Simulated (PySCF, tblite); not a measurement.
C3H9AlO3S2.
SMILES with atom numbers: `[O:1]=[S:2](=[O:3])([OH:4])[CH2:5][S@+:6]1[CH2:7][CH2:8][AlH2-:9]1` (hydrogens: H10 on O4; H11, H12 on C5; H13, H14 on C7; H15, H16 on C8; H17, H18 on Al9)

Structure used (GFN2-xTB), in Å, numbered top down from 1:
```xyz
18
C3H9AlO3S2 angstrom
O     -2.2237   -1.5168   -0.0516
S     -1.8689   -0.1751    0.2841
O     -1.2225    0.0766    1.5265
O     -3.2173    0.7012    0.2168
C     -0.9323    0.6109   -1.0499
S      0.1843   -0.5966   -1.7628
C      1.0122   -1.2077   -0.2557
C      1.7999   -0.0656    0.4033
Al     2.1623    0.9056   -1.3266
H     -3.9789    0.1400    0.0585
H     -0.4019    1.4658   -0.6243
H     -1.6372    0.9196   -1.8139
H      0.2452   -1.6616    0.3717
H      1.6754   -1.9893   -0.6308
H      1.1482    0.4246    1.1422
H      2.6112   -0.5116    0.9921
H      1.4971    2.2671   -1.7015
H      3.1380    0.2192   -2.3192
```

Jobs on this species (18 atoms, 96 electrons) with PySCF (density fitting) and tblite. Hardware of each: Arm Neoverse V1, one thread (shared host). Times come from a shared host and carry two figures at best.

Question: Rank these jobs by wall time, shortest first.
A. PBE0/pcSseg-1; shieldings, ring-centre shieldings, charges and field gradients; 219 basis functions
B. GFN2-xTB; L-BFGS relaxation
C. GFN2-xTB; Hessian by finite differences

Answer: C (0.96 s), B (1.6 s), A (58 s).

All jobs:

```
level and settings                                                             work  basis functions  SCF cycles  wall time
          GFN2-xTB                                    Hessian by finite differences                –           –     0.96 s
          GFN2-xTB                                                L-BFGS relaxation                –           –      1.6 s
     PBE0/pcSseg-1  shieldings, ring-centre shieldings, charges and field gradients              219          15       58 s
```

What do all jobs in the table cost together?

About 61 s; the longest takes about 96 % of that, and about 60 times as long as the shortest.
